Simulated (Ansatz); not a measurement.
```xyz
7

F    -0.416    0.881   -1.496
C     0.069    0.304   -0.357
S     1.050    1.491    0.577
O     0.844   -0.841   -0.657
Al   -0.511   -1.391    0.266
H     0.022    2.309    0.852
H    -1.057   -2.752    0.816
```

The species carries charge 0 and has multiplicity 1.

Problem. List the PBE/def2-TZVPP orbital energies in eV (Ansatz 0.2.0). (Estimate.)

Solution. The calculation gave: Occupied: -2395.86, -1507.53, -660.02, -510.45, -272.69, -208.81, -154.98, -154.88, -154.70, -107.84, -69.94, -69.77, -69.68, -30.33, -25.39, -18.86, -14.87, -12.40, -12.18, -11.49, -10.03, -9.64, -8.73, -8.53, -7.73, -6.38, -5.28. Lowest empty: -2.33, -2.24, -1.02, -0.24, 0.72, 1.68, 2.08, 2.66.
